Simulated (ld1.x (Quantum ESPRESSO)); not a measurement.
## Cd (Z = 48): excitation energies, all-electron against TM

```json
{"Element": "cadmium (Cd)", "Generator": "ld1.x (Quantum ESPRESSO) 7.5", "Type": "norm-conserving Troullier–Martins (Kleinman–Bylander form)", "Functional": "PBE", "Relativity": "fully relativistic", "Frozen core": "[Kr]", "Valence charge": "12", "Reference configuration": "4d10 5s2 5p0", "Partial waves": "5p (bound, empty): rc 4.10 bohr; 4d (bound): rc 2.12 bohr; 5s (bound): rc 2.38 bohr", "Local potential": "the s channel", "Core correction": "Bessel-smoothed model core inside 1.30 bohr"}
```

Open shells are filled in proportion to 2j + 1 (rel_dist='average').

Energies are relative to the spin-unpolarised reference configuration 4d10 5s2 5p0; without spin polarisation the order of configurations can differ from experiment.

```
valence configuration  charge  ΔE all-electron (eV)  error AE − PS (meV)
         4d10 5s1 5p0      +1                 9.273                 -4.5
         4d10 5s0 5p0      +2                26.401                  -35
          4d9 5s0 5p0      +3                64.407                 -231
         4d10 5s0 5p2       0                 9.655                  +25
         4d10 5s1 5p1       0                 4.659                 +5.0
          4d9 5s2 5p0      +1                17.975                 -131
```

(1) What are ΔE and the potential's error for 4d10 5s1.5 5p0?

Levels in the configuration 4d10 5s0 5p0:

```csv
level,all-electron (eV),pseudo (eV)
4d j=3/2,-30.870,-30.866
4d j=5/2,-30.153,-30.151
```

Answers

(1) ΔE = 3.711 eV all-electron; the error (AE − PS) is -0.8 meV.
